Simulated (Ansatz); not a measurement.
The cluster Cd₆O₆, relaxed as a singlet with RKS PBE0-D4/def2-SVP in Ansatz, starting from the GFN1-xTB geometry. Force threshold 0.03 eV/Å.

In the def2 sets Cd takes a core potential; there is no spin–orbit coupling. The structure holds 3 bonds between oxygen atoms, so isomers without such links may lie far lower. The restricted singlet is unstable towards broken spin symmetry in Hartree–Fock (as tested in another run); at PBE0-D4/def2-SVP this wasn't settled. The structure comes from a short search, and lower isomers may exist.

Start:

Cartesian coordinates in Å:
```
Cd 1.529 1.111 -1.157
Cd 0.239 -2.629 1.156
Cd -0.271 0.082 2.156
Cd -0.721 2.487 -1.993
Cd 2.017 -1.585 -0.559
Cd -3.035 0.851 -2.701
O -0.411 -0.850 -1.867
O -1.094 -0.997 -0.703
O 1.034 1.698 1.765
O 2.095 1.410 0.992
O -0.223 -1.759 2.915
O -1.157 0.181 -0.004
```

| step | energy (eV) | largest force component (eV/Å) | SCF passes |
| --- | --- | --- | --- |
| 1 | -39635.8772 | 0.675 | 33 |
| 2 | -39636.3757 | 0.615 | 42 |
| 3 | -39636.7491 | 0.520 | 40 |
| 4 | -39636.9775 | 0.532 | 35 |
| 5 | -39637.1504 | 0.244 | 33 |
| 6 | -39637.2671 | 0.212 | 33 |
| 7 | -39637.3435 | 0.341 | 30 |
| 8 | -39637.3757 | 0.249 | 30 |
| 9 | -39637.4057 | 0.139 | 29 |
| 10 | -39637.4308 | 0.184 | 29 |
| 11 | -39637.4495 | 0.158 | 30 |
| 13 | -39637.4730 | 0.081 | 30 |
| 15 | -39637.4912 | 0.203 | 29 |
| 17 | -39637.5409 | 0.356 | 29 |
| 19 | -39637.6591 | 0.605 | 30 |
| 21 | -39637.7283 | 0.217 | 29 |
| 23 | -39637.7904 | 0.135 | 30 |
| 25 | -39637.8299 | 0.115 | 29 |
| 27 | -39637.8826 | 0.117 | 29 |
| 29 | -39637.9448 | 0.570 | 30 |
| 31 | -39637.9993 | 0.409 | 29 |
| 33 | -39638.0401 | 0.334 | 29 |
| 35 | -39638.0487 | 0.101 | 29 |
| 37 | -39638.0495 | 0.029 | 31 |

Force components are those of the run's own axes.

End:

```xyz
12

Cd    0.7527    0.8652   -1.2617
Cd   -0.0606   -2.0875    1.0447
Cd   -0.3655    0.8054    2.2181
Cd   -0.3861    3.3454   -0.7955
Cd    1.5865   -2.9966   -0.9096
Cd   -2.8246    0.7083    0.0948
O     1.1080   -1.0812   -2.2020
O    -0.2310   -1.5578   -2.0182
O     0.4184    2.4680    1.2869
O     1.3799    1.5495    0.6926
O    -0.6753   -1.0927    2.6979
O    -0.7025   -0.9259   -0.8480
```

Bonds lost: Cd1–Cd5, Cd3–O12, Cd4–Cd6 (atoms count from 1). Bonds formed: Cd1–O7, Cd1–O12, Cd2–O12, Cd3–Cd6, Cd3–O10, Cd4–O9, Cd5–O7 (atoms count from 1).

No frequencies were taken in this run, so the end may be a saddle point.

It took 4.3 min on 4 threads of AMD EPYC 9R45 on a shared host, peak host memory 1.4 GiB.
